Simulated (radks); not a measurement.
Ionisation of neutral antimony, [Kr] 4d10 5s2 5p3, to [Kr] 4d10 5s2 5p2 as the strength of local exchange is varied. Calculated with a radial shooting solver on a logarithmic mesh with Libxc functionals: Dirac Kohn-Sham, Slater X-alpha exchange (alpha = 2/3 is LDA exchange), no correlation, spin-unpolarised, spherical densities, point nucleus; open shells fill j = l - 1/2 first.

| alpha | E(Sb) (hartree) | exchange (hartree) | IE (eV) | -e of the level emptied (eV) | <r> of it (bohr) |
|---|---|---|---|---|---|
| 0.667 | -6473.23859 | -160.19227 | 7.075 | 3.672 (5p3/2) | 3.040 |
| 0.825 | -6511.29343 | -199.26885 | 8.360 | 4.793 (5p3/2) | 2.882 |
| 0.928 | -6536.21776 | -224.97452 | 9.249 | 5.585 (5p3/2) | 2.792 |
| 1.014 | -6557.09867 | -246.57733 | 10.022 | 6.282 (5p3/2) | 2.723 |
| 1.022 | -6559.04433 | -248.59336 | 10.095 | 6.349 (5p3/2) | 2.717 |

NIST Atomic Spectra Database: 8.608 eV (measured). The Delta-SCF value meets it near alpha = 0.85. Spin polarisation and multiplet splitting are left out, so open shells lie too high by an amount that depends on their filling.

Beside tabulated values, note that spin-unpolarised runs miss the spin-polarisation part of the exchange energy of open shells.
